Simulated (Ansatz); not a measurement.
Computed with Ansatz on PBE0-D4/def2-TZVP structures; ΔE is electronic, products minus reactants. CCSD(T)/CBS adds triple-zeta CCSD(T) − MP2 to the extrapolated MP2 energy (def2 sets, frozen cores). This one scheme is used for every species. Each species was taken in one conformer, which may not be the lowest.

Reaction (ligand exchange at the Si–C bond): `N[SiH2]C[SiH2]Cl` + `O[SiH](O)F` → `O[SiH](F)O[SiH2]Cl` + `C[SiH2]N`

```json
{"species": "`N[SiH2]C[SiH2]Cl`", "HF/def2-TZVPP energy (Eh)": "-1134.51615"}
{"species": "`O[SiH](O)F`", "HF/def2-TZVPP energy (Eh)": "-540.16135"}
{"species": "`O[SiH](F)O[SiH2]Cl`", "HF/def2-TZVPP energy (Eh)": "-1289.31222"}
{"species": "`C[SiH2]N`", "HF/def2-TZVPP energy (Eh)": "-385.41466"}
```

(1) Work out ΔE.

Largest T1 diagnostic among the species: 0.011.

Results:

(1) ΔE = (-1289.31222) + (-385.41466) − (-1134.51615) − (-540.16135) = -0.04938 Eh = -31.0 kcal/mol. CCSD(T)/CBS gives -25.9 kcal/mol.

From PBE to PBE0 (25 % exact exchange), in def2-TZVPP and without D4, ΔE moves by −0.9 kcal/mol. In def2-TZVPP, CCSD(T) changes the Hartree–Fock value by +5.2 kcal/mol (the triples alone add +0.7 kcal/mol) and MP2 by +5.4 kcal/mol.
